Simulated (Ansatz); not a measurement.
Steps of a relaxation of C₂H₅ClOSi, SMILES `O/C([SiH3])=C\Cl` with RKS PBE-D4/def2-SVP.

```sh
$ ansatz run in.yaml --threads 4 --pin off --events-out ev --progress --plain --max-ram 10444MiB
```

```yaml
crystal:
  periodic: [false, false, false]
  atoms:
    - {symbol: O, position_ang: [-1.623200, -0.136100, 0.538400]}
    - {symbol: C, position_ang: [-0.370200, 0.131900, 0.105500]}
    - {symbol: Si, position_ang: [0.661500, -1.365200, -0.201500]}
    - {symbol: C, position_ang: [0.178200, 1.387200, -0.081500]}
    - {symbol: Cl, position_ang: [-0.840300, 2.778700, 0.164800]}
    - {symbol: H, position_ang: [-2.102600, 0.794200, 0.637300]}
    - {symbol: H, position_ang: [2.072600, -0.927700, -0.624600]}
    - {symbol: H, position_ang: [0.148200, -2.202400, -1.260900]}
    - {symbol: H, position_ang: [0.848500, -2.137000, 1.105200]}
    - {symbol: H, position_ang: [1.110400, 1.625100, -0.379800]}
basis:
  gaussian: {orbitals: def2-SVP}
hamiltonian: {xc: pbe, dispersion: d4}
relax: {f_tol: 0.03, max_steps: 200}
```

Positions (Å) and forces (eV/Å) along the path, 7 of 7 steps:

```xyz
10
step=1 energy=-24578.0722 eV
O    -1.623   -0.136    0.538   -1.089    2.331    0.070
C    -0.370    0.132    0.105    0.524    1.345   -0.065
Si    0.661   -1.365   -0.202    1.853   -0.165    0.912
C     0.178    1.387   -0.082   -4.513   -1.897    1.315
Cl   -0.840    2.779    0.165   -0.290    0.273    0.157
H    -2.103    0.794    0.637    1.009   -1.898   -0.176
H     2.073   -0.928   -0.625   -0.494   -0.005    0.112
H     0.148   -2.202   -1.261   -0.562   -0.683   -0.708
H     0.849   -2.137    1.105   -0.204    0.073   -0.384
H     1.110    1.625   -0.380    3.766    0.626   -1.233
10
step=2 energy=-24578.4048 eV
O    -1.623   -0.107    0.504   -0.441    0.901    0.197
C    -0.354    0.140    0.105    0.043    0.456   -0.239
Si    0.709   -1.371   -0.177    0.514   -0.226    0.193
C     0.145    1.391   -0.114   -0.950   -0.326    0.538
Cl   -0.870    2.771    0.260   -0.094    0.088   -0.087
H    -2.068    0.795    0.607    0.399   -0.825   -0.069
H     2.075   -0.889   -0.614   -0.153   -0.077    0.066
H     0.119   -2.245   -1.223   -0.130   -0.167   -0.246
H     0.815   -2.181    1.097    0.017    0.119   -0.108
H     1.135    1.645   -0.442    0.794    0.058   -0.246
10
step=3 energy=-24578.4265 eV
O    -1.624   -0.090    0.514    0.020   -0.196   -0.115
C    -0.356    0.147    0.100    0.109    0.132    0.244
Si    0.715   -1.382   -0.193   -0.031   -0.109    0.032
C     0.155    1.398   -0.045   -0.199    0.232   -0.310
Cl   -0.938    2.781    0.136    0.256   -0.183    0.112
H    -2.037    0.790    0.664   -0.104    0.124   -0.018
H     2.070   -0.908   -0.623    0.037    0.001   -0.028
H     0.102   -2.260   -1.253    0.024    0.073    0.030
H     0.822   -2.174    1.078    0.016   -0.019    0.006
H     1.174    1.649   -0.374   -0.128   -0.056    0.047
10
step=4 energy=-24578.4445 eV
O    -1.627   -0.093    0.508    0.005   -0.043    0.012
C    -0.357    0.148    0.102    0.059    0.120   -0.021
Si    0.718   -1.383   -0.181   -0.009   -0.048   -0.019
C     0.142    1.398   -0.088   -0.183    0.136    0.071
Cl   -0.908    2.787    0.216    0.150   -0.154   -0.056
H    -2.055    0.788    0.627   -0.024    0.004    0.001
H     2.075   -0.912   -0.615    0.014    0.004   -0.009
H     0.107   -2.254   -1.244    0.008    0.012    0.014
H     0.830   -2.175    1.092   -0.004    0.004   -0.001
H     1.159    1.645   -0.414   -0.016   -0.035    0.008
10
step=5 energy=-24578.4458 eV
O    -1.627   -0.096    0.510   -0.018    0.018    0.014
C    -0.356    0.149    0.105    0.052    0.061   -0.025
Si    0.717   -1.382   -0.181    0.013   -0.020    0.003
C     0.141    1.398   -0.086   -0.171    0.125    0.061
Cl   -0.903    2.789    0.210    0.107   -0.122   -0.037
H    -2.060    0.784    0.627    0.000   -0.036   -0.004
H     2.075   -0.911   -0.618   -0.001   -0.001    0.000
H     0.107   -2.252   -1.244   -0.005    0.000   -0.002
H     0.830   -2.174    1.091    0.000    0.001   -0.004
H     1.159    1.642   -0.411    0.023   -0.028   -0.006
10
step=6 energy=-24578.4435 eV rejected
O    -1.619   -0.092    0.530   -0.021   -0.091   -0.123
C    -0.353    0.153    0.102   -0.109    0.077    0.174
Si    0.719   -1.381   -0.182   -0.020    0.013   -0.012
C     0.140    1.405   -0.081    0.014   -0.034   -0.026
Cl   -0.894    2.789    0.216    0.020    0.021   -0.012
H    -2.085    0.776    0.599    0.123   -0.015    0.024
H     2.074   -0.912   -0.629   -0.001   -0.004    0.001
H     0.099   -2.253   -1.238    0.005    0.003    0.004
H     0.839   -2.170    1.092   -0.002    0.004    0.000
H     1.162    1.634   -0.405   -0.010    0.026   -0.028
10
step=7 energy=-24578.4472 eV
O    -1.625   -0.099    0.513    0.001    0.004    0.000
C    -0.355    0.153    0.108    0.006   -0.024    0.000
Si    0.718   -1.380   -0.181   -0.003    0.010    0.001
C     0.138    1.403   -0.082   -0.004    0.006    0.001
Cl   -0.896    2.791    0.202    0.002    0.008   -0.002
H    -2.067    0.776    0.626   -0.001   -0.003    0.000
H     2.076   -0.911   -0.619    0.000   -0.001    0.000
H     0.103   -2.246   -1.244   -0.002    0.000    0.000
H     0.831   -2.174    1.090    0.000   -0.001    0.000
H     1.159    1.634   -0.409    0.000    0.001    0.001
```

Run time 4.5 s (4 threads of an AMD EPYC 9R45 on a shared host); peak host memory 0.18 GiB.
